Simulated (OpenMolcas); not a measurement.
F⁺: effect of the IPEA shift

```yaml
Program: OpenMolcas 26.06
Basis: ANO-R3 [4s4p2d1f]
Scalar_Hamiltonian: X2C, finite nucleus
Active_space: 6 electrons in 4 orbitals (2s 2p)
State_averaging: 2S+1 = 3 even, 3 roots; 2S+1 = 1 even, 6 roots; 2S+1 = 3 odd, 3 roots; 2S+1 = 1 odd, 3 roots
Spin-orbit_coupling: RASSI with atomic mean-field integrals over the reference wave functions, term energies averaged over their components
```

Methods on the same reference wave functions:
A. CASSCF
B. SS-CASPT2, IPEA 0.25 Eh, imaginary shift 0.1 Eh (closed shells correlated: 1s)
C. SS-CASPT2, IPEA 0.5 Eh, imaginary shift 0.1 Eh (closed shells correlated: 1s)

Energies in cm⁻¹ above 2s² 2p⁴ ³P₂, the measured ground level; measured values from NIST Handbook of Basic Atomic Spectroscopic Data.

| Level | A | B | C | Measured |
| --- | --- | --- | --- | --- |
| 2s² 2p⁴ ³P₂ | 0.0 | 0.0 | 0.0 | 0.0 |
| 2s² 2p⁴ ³P₁ | 319 | 319 | 319 | 341 |
| 2s² 2p⁴ ³P₀ | 472 | 473 | 473 | 490 |
| 2s² 2p⁴ ¹D₂ | 22800 | 21010 | 20840 | 20873 |
| 2s² 2p⁴ ¹S₀ | 42371 | 44600 | 44380 | 44918 |
| 2s 2p⁵ ³P°₂ | 175960 | 166810 | 167100 | 164798 |
| 2s 2p⁵ ³P°₁ | 176270 | 167120 | 167410 | 165107 |
| 2s 2p⁵ ³P°₀ | 176427 | 167280 | 167570 | 165279 |
| 2s 2p⁵ ¹P°₁ | 259711 | 241010 | 241320 |  |

Deviations, from unrounded energies. A percentage is the sum of absolute deviations over the sum of measured energies, with the sign that they share, or ± where signs differ.

| Against measurement | Levels | A | B | C |
| --- | --- | --- | --- | --- |
| mean absolute deviation (cm-1) | 7 | 5400 | 930 | 1100 |
| fine structure of the ground term (%) | 2 | -4.8 | -4.7 | -4.7 |
| other terms of the ground configuration (%) | 2 | ±6.8 | ±0.7 | -0.9 |
| other configurations (%) | 3 | +6.8 | +1.2 | +1.4 |

B lies closest to measurement on these levels and A furthest from it. The largest miss of B in the table is 2s 2p⁵ ³P°₁, by +2000 cm-1. The ranking rests on the paired levels alone, and a cruder setting can come out closer through cancelling errors.

Between B and C the level of the table that moves most is 2s 2p⁵ ¹P°₁, by 310 cm-1 (lowest in B, highest in C). Moves below CASPT2's spread within the term are not significant.

From A to B the spin-free energies of the other terms of 2s² 2p⁴ shown, above ³P, scale by factors of 0.92 to 1.05.

The lowest spin-free term lies below A's lowest term by 0.174 hartree in B, 0.170 hartree in C.

CASPT2 breaks the degeneracy within a term, and the mean is taken; among the terms shown or strongly mixed into the levels shown the widest spread is 140 cm-1 (2s² 2p⁴ ¹D, C). Without dynamic correlation excited terms often stand tens of per cent too high (terms of higher spin than the ground term too low), and those without a measured partner can miss by more than the paired ones (holds for A). Computed and measured levels are paired by configuration, term and J; levels that our copy of the source lacks, or whose pairing is in doubt (as where it misses far off the trend of its configuration), stay unpaired and out of the deviations. Levels of configurations outside the active space are missing.

° marks odd parity.
